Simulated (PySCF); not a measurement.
Cl3Ge, SMILES [Cl][Ge]([Cl])[Cl] (connectivity only; charge and spin as stated), charge +1, multiplicity 1.

Geometry: B3LYP-D3(BJ)/def2-SVP. The multiplicity is an assumed one; other spin states were not compared. The isomer is the one that the SMILES or the coordinates give; other isomers of the formula were not compared.

Calculation: B3LYP-D3(BJ)/def2-SVP in PySCF.

Frequencies are harmonic and unscaled.

Modes within 1.5 cm⁻¹ of each other (mostly degenerate sets) share a row, with their intensities summed.

Computed vibrational spectrum:
```tsv
mode	ν (cm⁻¹)	IR (km/mol)	moving atoms (share of kinetic energy)
1–2	139	10.0	Cl 83 %, Ge 17 %
3	141	5.3	Ge 59 %, Cl 41 %
4	407	0.0	Cl 100 %
5–6	526	122.3	Cl 57 %, Ge 43 %
```
